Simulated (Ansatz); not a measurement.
Two isomers of C2H4FNOSi: A = `C[SiH](F)N=C=O`, B = `FC1([SiH3])N=CO1`.

Program: Ansatz. Geometries: PBE0-D4/def2-TZVP. ΔE: electronic, gas phase. CBS: MP2 limit from def2 TZ/QZ plus the TZ coupled-cluster correction, frozen cores. Functionals use def2-TZVPP. Each species was taken in one conformer, which may not be the lowest.

Task: Which is lower in electronic energy at CCSD(T)/CBS, and by how much? (An estimate is asked.)

Result: Computed: A, by 541.6 kJ/mol.

Task: Give E(B) − E(A) in kJ/mol with HF/def2-TZVPP, B2PLYP, MP2/def2-TZVPP, PBE-D4, PBE0-D4, ωB97M-V, CCSD(T)/def2-TZVPP. (Estimate.)

Result: The calculation gave: HF/def2-TZVPP 582.3, B2PLYP 562.6, MP2/def2-TZVPP 563.3, PBE-D4 520.7, PBE0-D4 531.4, ωB97M-V 536.3, CCSD(T)/def2-TZVPP 536.7. None reverses the order clearly.

Largest T1 diagnostic: 0.015.

The D4 term adds −3.0 kJ/mol with B3LYP and −1.4 kJ/mol with PBE0; it sums over pairs of atoms, weighted by their polarisabilities, and B3LYP, whose exchange is more repulsive, gets the larger term. From PBE to PBE0 (25 % exact exchange), in def2-TZVPP and without D4, E(B) − E(A) moves by +10.2 kJ/mol.

B3LYP here is the variant with VWN-RPA as its local correlation; programs differ in this.
